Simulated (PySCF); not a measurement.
Electric properties by functional and basis

Species: C₂H₈OSi₂.
Cartesian coordinates in Å at the PBE0-D3(BJ)/def2-SVP level; atoms count from 1:
```xyz
13
C2H8OSi2 angstrom
C      0.276   -1.126    0.386
C     -1.105   -0.523    0.041
Si    -0.889    1.361    0.029
O      0.734    1.468   -0.394
Si     1.577    0.014   -0.395
H      0.366   -2.177    0.067
H      0.434   -1.116    1.479
H     -1.410   -0.829   -0.976
H     -1.897   -0.872    0.722
H     -1.111    1.982    1.371
H     -1.741    2.059   -0.976
H      2.830    0.134    0.405
H      1.928   -0.376   -1.794
```

PySCF, dipoles from the SCF density, polarisabilities from static response with core orbitals frozen. Isolated species at its PBE0-D3(BJ)/def2-SVP geometry (one conformer only).

Problem. Compare the levels for these properties.

Solution. 

| level | μ (D) | α (au) | anisotropy (au) |
| --- | --- | --- | --- |
| LDA/def2-SVPD | 1.926 | 80.29 | 16.09 |
| PBE/def2-SVPD | 1.860 | 78.75 | 15.89 |
| B3LYP/def2-SVPD | 1.861 | 75.97 | 14.18 |
| PBE0/def2-SVPD | 1.886 | 75.46 | 14.32 |
| BHandHLYP/def2-SVPD | 1.884 | 72.79 | 12.71 |
| CAM-B3LYP/def2-SVPD | 1.878 | 74.74 | 13.31 |
| wB97X-D/def2-SVPD | 1.876 | 74.70 | 13.64 |
| LC-wPBE/def2-SVPD | 1.894 | 73.11 | 13.01 |
| HF/def2-SVPD | 1.901 | 69.36 | 10.99 |
| PBE0/6-31G* | 2.049 | 62.28 | 13.97 |
| PBE0/6-31+G* | 2.081 | 70.08 | 12.19 |
| PBE0/def2-SVP | 1.914 | 66.46 | 13.92 |
| PBE0/aug-cc-pVDZ | 1.851 | 77.12 | 14.57 |
| PBE0/def2-TZVP | 1.831 | 73.01 | 14.08 |
| PBE0/def2-TZVPD | 1.831 | 76.45 | 14.37 |

The anisotropy is √(½[(α1 − α2)² + (α2 − α3)² + (α3 − α1)²]). The dipole runs from 1.83 D (PBE0/def2-TZVP) to 2.08 D (PBE0/6-31+G*). No reference polarisability is at hand; against PBE0 in the largest diffuse basis at hand (def2-TZVPD) the other PBE0 rows deviate by 6-31G* -19%, 6-31+G* -8%, def2-SVP -13%, def2-SVPD -1%, aug-cc-pVDZ +1%, def2-TZVP -4%. In one basis (def2-SVPD) the functionals order the polarisability from HF (lowest) to LDA (highest), a spread of 16%. With PBE0 the polarisability is 67.25 au without diffuse functions (mean of 6-31G*, def2-SVP and def2-TZVP) and 74.78 au with them (mean of 6-31+G*, def2-SVPD, aug-cc-pVDZ and def2-TZVPD).
